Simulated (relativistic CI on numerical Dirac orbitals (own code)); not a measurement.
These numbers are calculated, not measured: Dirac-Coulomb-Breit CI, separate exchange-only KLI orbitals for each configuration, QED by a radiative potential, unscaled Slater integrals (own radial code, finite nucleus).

The strongest absorption lines from the ground level of an ion, among the configurations computed and to levels below about 396 eV (vacuum wavelength in nm, gf): 3.7505 (0.082), 3.7823 (0.23), 3.8477 (0.058), 3.9259 (1.2), 4.3191 (0.069), 18.315 (0.08), 23.787 (0.066), 27.944 (0.078).

(1) Which ion is it?
A. Si IX
B. S XI
C. S IX
D. Ca XV

Answers

(1) B. S XI has 6 electrons and the ground level 2s2 2p2 3P_0; the strongest line goes to 2s2 2p 3d 3D°_1. The pattern of lines fixes the number of electrons, and along that sequence the line energies rise steadily with the charge (about as its square where n changes within one kind of shell, about linearly where n is kept but much faster in heavy ions where fine structure, which grows about as Z⁴, sets the gap, and irregularly where shells cross), which fixes Z. Configurations outside the model, such as inner-shell arrays, can give stronger lines. At this charge energies of transitions that change n are usually good to better than 1 %, and those within a shell (Δn = 0) to a few per cent.
